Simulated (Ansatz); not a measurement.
Ansatz (a first-principles code) input (B3LYP-D3(BJ)/def2-TZVP):

Ansatz 0.2 input:
```yaml
crystal:
  periodic: [false, false, false]
  atoms:
    - {symbol: H, position_ang: [-0.00000000, -0.00000000, -1.39203139]}
    - {symbol: O, position_ang: [-0.00000000, -0.00000000, -0.39505569]}
    - {symbol: C, position_ang: [0.00000000, 0.00000000, 0.75874615]}
basis:
  gaussian:
    orbitals: def2-TZVP
hamiltonian:
  xc: b3lyp
  dispersion: d3bj
total_charge: 1
phonons: {temperatures: {t_min: 298.15, t_max: 298.15, t_step: 100}}
```

Output:

```
Functional definition: B3LYP
integrals: 0.01 GiB planned
375 factors; their error is unknown
mean field: 0.12 GiB planned
mean field evaluation 1: about -3078.4578 eV, gradient 8.8e1 eV
mean field evaluation 2: about -3040.9285 eV, gradient 1.6e2 eV
mean field evaluation 4: about -3089.3511 eV, gradient 5.2e0 eV
mean field evaluation 8: about -3089.4129 eV, gradient 1.5e-2 eV
mean field -3089.41293607 eV, -113.5338313214 hartree, gradient 7.5e-5 eV, S^2 0.000000; 0 other end points of the search recorded, 0 dependent functions left out
the calculation of the forces begins
reference -3089.41308379 eV, -113.5338367500 hartree; 7, 7 occupied and 61, 61 virtual orbitals, 375 factors
these checks for a lower state are left out or cut short: stability, starts, cluster_reference, orbital_swaps, neighbouring_geometries, increment
integrals: 0.01 GiB planned
375 factors; their error is unknown
mean field: 0.11 GiB planned
mean field evaluation 16: about -3089.4044 eV, gradient 5.2e-5 eV
mean field -3089.41293577 eV, -113.5338313102 hartree, gradient 1.9e-6 eV, S^2 0.000000; 0 other end points of the search recorded, 0 dependent functions left out
the calculation of the forces begins
reference -3089.41308349 eV, -113.5338367389 hartree; 7, 7 occupied and 61, 61 virtual orbitals, 375 factors
these checks for a lower state are left out or cut short: stability, starts, cluster_reference, orbital_swaps, neighbouring_geometries, increment
integrals: 0.01 GiB planned
375 factors; their error is unknown
mean field: 0.11 GiB planned
mean field -3089.41293577 eV, -113.5338313102 hartree, gradient 1.9e-6 eV, S^2 0.000000; 0 other end points of the search recorded, 0 dependent functions left out
the calculation of the forces begins
reference -3089.41308349 eV, -113.5338367389 hartree; 7, 7 occupied and 61, 61 virtual orbitals, 375 factors
these checks for a lower state are left out or cut short: stability, starts, cluster_reference, orbital_swaps, neighbouring_geometries, increment
integrals: 0.01 GiB planned
375 factors; their error is unknown
mean field: 0.11 GiB planned
mean field evaluation 32: about -3089.4044 eV, gradient 5.2e-5 eV
mean field -3089.41293577 eV, -113.5338313102 hartree, gradient 1.9e-6 eV, S^2 0.000000; 0 other end points of the search recorded, 0 dependent functions left out
the calculation of the forces begins
reference -3089.41308349 eV, -113.5338367389 hartree; 7, 7 occupied and 61, 61 virtual orbitals, 375 factors
these checks for a lower state are left out or cut short: stability, starts, cluster_reference, orbital_swaps, neighbouring_geometries, increment
integrals: 0.01 GiB planned
375 factors; their error is unknown
mean field: 0.11 GiB planned
mean field -3089.41293577 eV, -113.5338313102 hartree, gradient 1.9e-6 eV, S^2 0.000000; 0 other end points of the search recorded, 0 dependent functions left out
the calculation of the forces begins
reference -3089.41308349 eV, -113.5338367389 hartree; 7, 7 occupied and 61, 61 virtual orbitals, 375 factors
these checks for a lower state are left out or cut short: stability, starts, cluster_reference, orbital_swaps, neighbouring_geometries, increment
integrals: 0.01 GiB planned
375 factors; their error is unknown
mean field: 0.12 GiB planned
mean field -3089.41280693 eV, -113.5338265755 hartree, gradient 1.8e-6 eV, S^2 0.000000; 0 other end points of the search recorded, 0 dependent functions left out
the calculation of the forces begins
reference -3089.41295456 eV, -113.5338320006 hartree; 7, 7 occupied and 61, 61 virtual orbitals, 375 factors
these checks for a lower state are left out or cut short: stability, starts, cluster_reference, orbital_swaps, neighbouring_geometries, increment
integrals: 0.01 GiB planned
375 factors; their error is unknown
mean field: 0.12 GiB planned
mean field -3089.41281594 eV, -113.5338269067 hartree, gradient 1.9e-6 eV, S^2 0.000000; 0 other end points of the search recorded, 0 dependent functions left out
the calculation of the forces begins
reference -3089.41296376 eV, -113.5338323389 hartree; 7, 7 occupied and 61, 61 virtual orbitals, 375 factors
these checks for a lower state are left out or cut short: stability, starts, cluster_reference, orbital_swaps, neighbouring_geometries, increment
integrals: 0.01 GiB planned
375 factors; their error is unknown
mean field: 0.11 GiB planned
mean field evaluation 64: about -3089.4044 eV, gradient 1.5e-4 eV
mean field -3089.41293501 eV, -113.5338312823 hartree, gradient 1.9e-6 eV, S^2 0.000000; 0 other end points of the search recorded, 0 dependent functions left out
the calculation of the forces begins
reference -3089.41308273 eV, -113.5338367110 hartree; 7, 7 occupied and 61, 61 virtual orbitals, 375 factors
these checks for a lower state are left out or cut short: stability, starts, cluster_reference, orbital_swaps, neighbouring_geometries, increment
integrals: 0.01 GiB planned
375 factors; their error is unknown
mean field: 0.11 GiB planned
mean field -3089.41293501 eV, -113.5338312823 hartree, gradient 1.9e-6 eV, S^2 0.000000; 0 other end points of the search recorded, 0 dependent functions left out
the calculation of the forces begins
reference -3089.41308273 eV, -113.5338367110 hartree; 7, 7 occupied and 61, 61 virtual orbitals, 375 factors
these checks for a lower state are left out or cut short: stability, starts, cluster_reference, orbital_swaps, neighbouring_geometries, increment
integrals: 0.01 GiB planned
375 factors; their error is unknown
mean field: 0.11 GiB planned
mean field -3089.41293501 eV, -113.5338312823 hartree, gradient 1.9e-6 eV, S^2 0.000000; 0 other end points of the search recorded, 0 dependent functions left out
the calculation of the forces begins
reference -3089.41308273 eV, -113.5338367110 hartree; 7, 7 occupied and 61, 61 virtual orbitals, 375 factors
these checks for a lower state are left out or cut short: stability, starts, cluster_reference, orbital_swaps, neighbouring_geometries, increment
integrals: 0.01 GiB planned
375 factors; their error is unknown
mean field: 0.11 GiB planned
mean field -3089.41293501 eV, -113.5338312823 hartree, gradient 1.9e-6 eV, S^2 0.000000; 0 other end points of the search recorded, 0 dependent functions left out
the calculation of the forces begins
reference -3089.41308273 eV, -113.5338367110 hartree; 7, 7 occupied and 61, 61 virtual orbitals, 375 factors
these checks for a lower state are left out or cut short: stability, starts, cluster_reference, orbital_swaps, neighbouring_geometries, increment
integrals: 0.01 GiB planned
375 factors; their error is unknown
mean field: 0.12 GiB planned
mean field evaluation 96: about -3089.4039 eV, gradient 1.7e-4 eV
mean field -3089.41249480 eV, -113.5338151048 hartree, gradient 1.8e-6 eV, S^2 0.000000; 0 other end points of the search recorded, 0 dependent functions left out
the calculation of the forces begins
reference -3089.41264265 eV, -113.5338205383 hartree; 7, 7 occupied and 61, 61 virtual orbitals, 375 factors
these checks for a lower state are left out or cut short: stability, starts, cluster_reference, orbital_swaps, neighbouring_geometries, increment
integrals: 0.01 GiB planned
375 factors; their error is unknown
mean field: 0.12 GiB planned
mean field -3089.41249971 eV, -113.5338152855 hartree, gradient 1.9e-6 eV, S^2 0.000000; 0 other end points of the search recorded, 0 dependent functions left out
the calculation of the forces begins
reference -3089.41264730 eV, -113.5338207093 hartree; 7, 7 occupied and 61, 61 virtual orbitals, 375 factors
these checks for a lower state are left out or cut short: stability, starts, cluster_reference, orbital_swaps, neighbouring_geometries, increment
integrals: 0.01 GiB planned
375 factors; their error is unknown
mean field: 0.11 GiB planned
mean field -3089.41293585 eV, -113.5338313131 hartree, gradient 1.9e-6 eV, S^2 0.000000; 0 other end points of the search recorded, 0 dependent functions left out
the calculation of the forces begins
reference -3089.41308357 eV, -113.5338367417 hartree; 7, 7 occupied and 61, 61 virtual orbitals, 375 factors
these checks for a lower state are left out or cut short: stability, starts, cluster_reference, orbital_swaps, neighbouring_geometries, increment
integrals: 0.01 GiB planned
375 factors; their error is unknown
mean field: 0.11 GiB planned
mean field -3089.41293585 eV, -113.5338313131 hartree, gradient 1.9e-6 eV, S^2 0.000000; 0 other end points of the search recorded, 0 dependent functions left out
the calculation of the forces begins
reference -3089.41308357 eV, -113.5338367417 hartree; 7, 7 occupied and 61, 61 virtual orbitals, 375 factors
these checks for a lower state are left out or cut short: stability, starts, cluster_reference, orbital_swaps, neighbouring_geometries, increment
integrals: 0.01 GiB planned
375 factors; their error is unknown
mean field: 0.11 GiB planned
mean field evaluation 128: about -3089.4044 eV, gradient 1.4e-4 eV
mean field -3089.41293585 eV, -113.5338313131 hartree, gradient 1.9e-6 eV, S^2 0.000000; 0 other end points of the search recorded, 0 dependent functions left out
the calculation of the forces begins
reference -3089.41308357 eV, -113.5338367417 hartree; 7, 7 occupied and 61, 61 virtual orbitals, 375 factors
these checks for a lower state are left out or cut short: stability, starts, cluster_reference, orbital_swaps, neighbouring_geometries, increment
integrals: 0.01 GiB planned
375 factors; their error is unknown
mean field: 0.11 GiB planned
mean field -3089.41293585 eV, -113.5338313131 hartree, gradient 1.9e-6 eV, S^2 0.000000; 0 other end points of the search recorded, 0 dependent functions left out
the calculation of the forces begins
reference -3089.41308357 eV, -113.5338367417 hartree; 7, 7 occupied and 61, 61 virtual orbitals, 375 factors
these checks for a lower state are left out or cut short: stability, starts, cluster_reference, orbital_swaps, neighbouring_geometries, increment
integrals: 0.01 GiB planned
375 factors; their error is unknown
mean field: 0.12 GiB planned
mean field -3089.41262715 eV, -113.5338199686 hartree, gradient 1.9e-6 eV, S^2 0.000000; 0 other end points of the search recorded, 0 dependent functions left out
the calculation of the forces begins
reference -3089.41277483 eV, -113.5338253959 hartree; 7, 7 occupied and 61, 61 virtual orbitals, 375 factors
these checks for a lower state are left out or cut short: stability, starts, cluster_reference, orbital_swaps, neighbouring_geometries, increment
integrals: 0.01 GiB planned
375 factors; their error is unknown
mean field: 0.12 GiB planned
mean field -3089.41261319 eV, -113.5338194556 hartree, gradient 1.8e-6 eV, S^2 0.000000; 0 other end points of the search recorded, 0 dependent functions left out
the calculation of the forces begins
reference -3089.41276094 eV, -113.5338248855 hartree; 7, 7 occupied and 61, 61 virtual orbitals, 375 factors
Total energy: -3089.44749485 eV, -113.5351013328 hartree
Atom 0 at    -0.000000    -0.000000    -1.392031 Å, force    -0.000000    -0.000000    -0.000097 eV/Å
Atom 1 at    -0.000000    -0.000000    -0.395056 Å, force     0.000000     0.000000    -0.000028 eV/Å
Atom 2 at     0.000000     0.000000     0.758746 Å, force    -0.000000    -0.000000     0.000124 eV/Å
Dipole moment:     0.000000    -0.000000    -0.544303 e Å
Vibrations: 183.78 183.78 1964.24 3402.70 cm⁻¹, zero-point energy 0.355494 eV
```

It need not be the lowest isomer of its formula.
